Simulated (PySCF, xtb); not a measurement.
C3H9GeO4, SMILES C[O][Ge]([O])([O]C)[O]C (connectivity only; charge and spin as stated), charge -1, multiplicity 1.

GFN2-xTB (xtb) at its own geometry gives an orbital gap of 6.52 eV.

Coordinates come from a B3LYP-D3(BJ)/def2-SVPD optimisation. The spin state was assumed, not searched. The isomer is the one that the SMILES or the coordinates give; other isomers of the formula were not compared. One conformer was computed; it need not be the lowest.

**Question.** What does r2SCAN/def2-SVPD (PySCF) give? (Estimate from the structure and the level; the computed values follow.)

**Answer.** gap 4.95 eV (levels -1.15 and 3.80 eV).
